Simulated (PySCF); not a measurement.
**Converging In2 in the basis (PBE0)**

PySCF, UKS reference; triplet, unpaired electrons σ ↑, π ↑; De to In + In without counterpoise correction.

```tsv
basis	relativity	functions	Re (Å)	ωe (cm⁻¹)	De (eV)
cc-pVDZ-PP	scalar-relativistic core potentials	46	3.055	115	1.28
def2-SVP	scalar-relativistic core potentials	52	3.053	114	1.26
cc-pVTZ-PP	scalar-relativistic core potentials	78	3.043	113	1.28
def2-TZVPP	scalar-relativistic core potentials	100	3.040	113	1.27
```

**Question.** How does each smaller set differ from the one with most functions, def2-TZVPP?

**Answer.** cc-pVDZ-PP: +1.5 pm, +1.8 % in ωe, +0.01 eV in De; def2-SVP: +1.3 pm, +0.9 % in ωe, -0.01 eV in De; cc-pVTZ-PP: +0.3 pm, +0.0 % in ωe, +0.01 eV in De. All at PBE0; the set with most functions is neither the basis-set limit nor always the best.

Spin–orbit coupling is left out, which matters for elements this heavy, above all for dissociation energies. The state was picked by a PBE0 search and need not be the measured ground state.
